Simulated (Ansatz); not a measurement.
Start from `CC(C)(C)[O][Ge][F]` and change one atom or group to get `CC(C)(C)[O][AlH2]`.

Ansatz, PBE0-D4/def2-TZVP geometries, multiplicity 1. Each molecule was computed in one conformer, which needn't be the lowest.

Scalar relativity is left out up to krypton.

```json
{"property": "size of the dipole moment (PBE/def2-TZVPP) / D", "`CC(C)(C)[O][Ge][F]`": "1.07"}
{"property": "LUMO energy (PBE0/def2-TZVPP) / eV", "`CC(C)(C)[O][Ge][F]`": "-1.84"}
{"property": "LUMO energy (PBE/def2-TZVPP) / eV", "`CC(C)(C)[O][Ge][F]`": "-2.60"}
{"property": "size of the dipole moment (B3LYP/def2-TZVPP) / D", "`CC(C)(C)[O][Ge][F]`": "1.06"}
{"property": "HOMO–LUMO gap (PBE/def2-TZVPP) / eV", "`CC(C)(C)[O][Ge][F]`": "4.07"}
{"property": "HOMO energy (ωB97M-V/def2-TZVPP) / eV", "`CC(C)(C)[O][Ge][F]`": "-10.22"}
```

Problem. What does the change do to each property? (Best estimate.)

Solution. The calculation gave: 
| property | `CC(C)(C)[O][AlH2]` | shift |
| --- | --- | --- |
| size of the dipole moment (PBE/def2-TZVPP) / D | 1.17 | 0.10 |
| LUMO energy (PBE0/def2-TZVPP) / eV | -0.91 | 0.93 |
| LUMO energy (PBE/def2-TZVPP) / eV | -1.67 | 0.93 |
| size of the dipole moment (B3LYP/def2-TZVPP) / D | 1.16 | 0.10 |
| HOMO–LUMO gap (PBE/def2-TZVPP) / eV | 4.73 | 0.66 |
| HOMO energy (ωB97M-V/def2-TZVPP) / eV | -10.10 | 0.12 |

With PBE0 the HOMO rises by 0.15 eV and the LUMO rises by 0.93 eV, so the gap widens by about 0.78 eV. PBE moves the HOMO by 0.25 eV and ωB97M-V by 0.12 eV. Dipoles are sizes alone; their direction can turn.

B3LYP here is the variant with VWN-RPA as its local correlation; programs differ in this.
